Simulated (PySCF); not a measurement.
O3S.

```xyz
4

O      1.4192     0.0000     0.0000
S      0.0000     0.0000     0.0000
O     -0.7096    -1.2290     0.0000
O     -0.7096     1.2290     0.0000
```
Charge 0, spin multiplicity 1.

Geometry optimised at ωB97X-D3(BJ)/def2-TZVP.

Level of theory: HF/pcSseg-2 (PySCF). Non-relativistic, no solvent.

Computed absolute GIAO shielding of each atom: isotropic value and principal components (ppm):
```csv
atom,σ(iso),σ11,σ22,σ33,span
O1,66.2,-23.2,78.3,143.5,166.7
S2,45.9,23.3,57.2,57.2,34.0
O3,66.2,-23.2,78.3,143.5,166.7
O4,66.2,-23.2,78.3,143.5,166.7
```
